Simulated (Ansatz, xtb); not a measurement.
# B2ClFN: where a starting geometry ends

The starting geometry of this gas-phase doublet was built from a drawn formula by distance geometry and a force field; its bonds are those of `[N]=[B-](Cl)[B+]F`.

```xyz
5

B     0.2440    2.2140   -1.0096
B    -1.3138    2.3938   -1.1799
Cl    0.9258    0.8693   -2.0426
F    -2.4990    1.9745   -1.3228
N     0.6405    2.4284    0.2770
```

Task: Predict what becomes of its bonds when it is optimised with r2SCAN-D4/def2-SVP.

Result: It rearranges to `FB1[N]B1Cl`. Contacts that close: B2–N5 (2.44 → 1.37 Å).

The energy falls by 3.43 eV over 13 steps:

| step | E − E(last) (eV) |
| --- | --- |
| 1 | 3.434 |
| 2 | 3.242 |
| 4 | 2.895 |
| 5 | 2.472 |
| 6 | 1.325 |
| 8 | 0.040 |
| 9 | 0.020 |
| 10 | 0.001 |
| 12 | 0.000 |
| 13 | 0.000 |

Final geometry (Å):

```yaml
atoms:
  - { symbol: B, position_ang: [0.3005, 1.7204, -1.2409] }
  - { symbol: B, position_ang: [-1.2589, 2.2687, -0.8613] }
  - { symbol: Cl, position_ang: [1.5977, 0.9469, -2.0682] }
  - { symbol: F, position_ang: [-2.5449, 2.4740, -0.9462] }
  - { symbol: N, position_ang: [-0.0968, 2.4701, -0.1612] }
```

From the same start GFN2-xTB reaches the same bonding as this run.

The end wasn't checked by frequencies. Open shells are spin-unrestricted. Run with Ansatz 0.2.0, 43 s on 2 threads of Intel(R) Xeon(R) Platinum 8259CL CPU @ 2.50GHz (Skylake/Cascade Lake) (shared host).
